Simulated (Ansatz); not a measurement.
Be7O8. Charge 0, multiplicity 1. Geometry PBE-D4/def2-SVP, basis def2-TZVP, Ansatz.

Cartesian coordinates in Å:
```
Be 0.0327 1.9905 -0.0268
Be -1.1640 -1.7064 0.9782
Be -0.9068 0.4753 -1.6724
Be -1.5465 0.6085 0.6836
Be 0.8806 -0.1957 1.2128
Be 1.9640 1.0063 -0.6641
Be 0.7689 -1.2332 -0.9037
O 1.3285 2.2871 -0.7642
O -0.0313 -0.6264 -2.0220
O -1.3843 1.5032 -0.6883
O 1.8550 -0.3741 -0.0656
O -2.2159 -0.7202 0.8556
O 0.1240 -2.3159 0.1857
O -0.0642 1.0209 1.2931
O 0.3593 -1.7197 1.5982
```

```tsv
run	HOMO (eV)	LUMO (eV)
A	-8.25	-1.92
B	-10.85	0.23
C	-6.75	-3.21
D	-6.45	-3.52
E	-8.00	-2.11
```

LC-ωPBE has ω = 0.4 bohr⁻¹. The structure holds 1 bond(s) between oxygen atoms. The structure comes from a short search, and lower isomers may exist.

Question: The runs used LC-ωPBE, PBE, PBE0, r2SCAN, r2SCAN0. Estimate which is which.

Answer: A r2SCAN0 (25 % exact exchange); B LC-ωPBE (range-separated); C r2SCAN (0 % exact exchange); D PBE (0 % exact exchange); E PBE0 (25 % exact exchange). Exact exchange lowers occupied and raises empty levels; among semilocal functionals meta-GGAs tend to open the gap a little, and such runs are hard to tell apart. The gap grows from 2.93 eV (PBE) to 11.08 eV (LC-ωPBE). The restricted singlet is unstable towards broken spin symmetry in Hartree–Fock (as tested in another run); at r2SCAN0-D4/def2-TZVP, LC-ωPBE/def2-TZVP, r2SCAN-D4/def2-TZVP, PBE-D4/def2-TZVP and others this wasn't settled.
